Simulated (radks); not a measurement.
Values are calculated unless marked as measured or tabulated.
Charge is removed step by step from the 5s down level of Cs3+, starting from [Kr] 4d10 5s(up 1, down 1) 5p4. Level of theory: scalar-relativistic Kohn-Sham, PBE, spin-polarised, spherical densities, finite nucleus; open shells are filled with parallel spins first (spin-orbit coupling, left out, can overturn this in heavy ions); Fermi nuclear charge, rms radius 4.8041 fm (a radial shooting solver on a logarithmic mesh with Libxc functionals).

removed (e) = 0: E - E(0) (eV) 0.000; eigenvalue (eV) -53.022; E minus straight line (eV) 0.000
removed (e) = 0.1: E - E(0) (eV) 5.360; eigenvalue (eV) -54.196; E minus straight line (eV) -0.533
removed (e) = 0.2: E - E(0) (eV) 10.837; eigenvalue (eV) -55.374; E minus straight line (eV) -0.949
removed (e) = 0.3: E - E(0) (eV) 16.432; eigenvalue (eV) -56.555; E minus straight line (eV) -1.247
removed (e) = 0.4: E - E(0) (eV) 22.145; eigenvalue (eV) -57.740; E minus straight line (eV) -1.427
removed (e) = 0.5: E - E(0) (eV) 27.978; eigenvalue (eV) -58.929; E minus straight line (eV) -1.488
removed (e) = 0.6: E - E(0) (eV) 33.929; eigenvalue (eV) -60.121; E minus straight line (eV) -1.430
removed (e) = 0.7: E - E(0) (eV) 39.999; eigenvalue (eV) -61.318; E minus straight line (eV) -1.253
removed (e) = 0.8: E - E(0) (eV) 46.190; eigenvalue (eV) -62.518; E minus straight line (eV) -0.955
removed (e) = 0.9: E - E(0) (eV) 52.500; eigenvalue (eV) -63.722; E minus straight line (eV) -0.538
removed (e) = 1: E - E(0) (eV) 58.931; eigenvalue (eV) -64.932; E minus straight line (eV) 0.000

Removing the whole electron costs 58.931 eV by Delta-SCF, against 53.022 eV from minus the eigenvalue at the starting occupation. Slater's transition state (half an electron removed) gives 58.929 eV. Integrating minus the eigenvalue over the occupation (Janak's theorem) gives 58.945 eV. In this scalar-relativistic scheme the density is built from large components alone, so the theorem holds only approximately. The mean slope of the eigenvalue, de/dn, is 11.9 eV per electron.
